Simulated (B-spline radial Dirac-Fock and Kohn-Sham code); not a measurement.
ΔSCF core binding energies without Breit or QED terms, calculated with a radial finite-basis atomic code.

A sound run for barium as Ba⁴⁺, [Kr] 4d10 5s2 5p4: The ground state converged in 10 iterations, with total energy -8132.11067 Ha, virial ratio 1.93680 and highest orbital energy -58.69 eV. ΔSCF binding energies: K (1s) 37629.1 eV, L3 (2p3/2) 5309.0 eV, M5 (3d5/2) 832.2 eV.

A second run, with one unsound setting: The ground state converged in 10 iterations, with total energy -8089.80580 Ha, virial ratio 1.80408 and highest orbital energy -59.81 eV. ΔSCF binding energies: K (1s) 37637.5 eV, L3 (2p3/2) 5397.9 eV, M5 (3d5/2) 904.6 eV.

```
iter   energy (Ha)        error
   1    -8073.57720406  4.97e+00
   2    -8088.77342629  8.00e-01
   3    -8089.61366080  2.91e-01
   4    -8089.77148021  1.03e-01
   5    -8089.80436198  3.28e-02
   6    -8089.80578617  2.23e-03
   7    -8089.80580287  2.00e-04
   8    -8089.80580305  1.53e-05
   9    -8089.80580305  1.10e-06
  10    -8089.80580305  3.18e-08
```

Task: Which fault fits the second run best?
A. too few iterations
B. tolerance below the noise
C. damping too heavy
D. mesh too coarse

Result: D. The input had h = 0.9: h is too large to resolve the orbitals.
